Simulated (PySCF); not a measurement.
Computed Raman spectrum (relative Raman activity) of a molecule C₃H₅ClOSi. The structure is a stationary point at B3LYP-D3(BJ)/def2-SVP. Other conformers were not sampled. Method: PySCF with B3LYP-D3(BJ)/def2-SVP. Frequencies are harmonic and unscaled.

Lines under 2 % of the strongest are left out, and lines within 2 cm⁻¹ are merged.

| ν (cm⁻¹) | relative intensity |
|---|---|
| 183 | 2.3 |
| 434 | 2.1 |
| 473 | 2.5 |
| 557 | 2.8 |
| 660 | 5.7 |
| 733 | 2.9 |
| 763 | 2.2 |
| 775 | 5.0 |
| 875 | 2.3 |
| 953 | 2.7 |
| 1055 | 4.0 |
| 1103 | 2.1 |
| 1207 | 4.8 |
| 1407 | 12 |
| 1678 | 7.6 |
| 2290 | 72 |
| 3030 | 77 |
| 3084 | 46 |
| 3198 | 46 |
| 3220 | 100 |

Task: Identify the compound among the candidates.
A. Cl[Si@@H]1CC=CO1
B. C[Si@]1(Cl)C=CO1
C. O[Si@@H]1C=C(Cl)C1
D. [SiH3]C1=C(Cl)OC1

Result: A, Cl[Si@@H]1CC=CO1
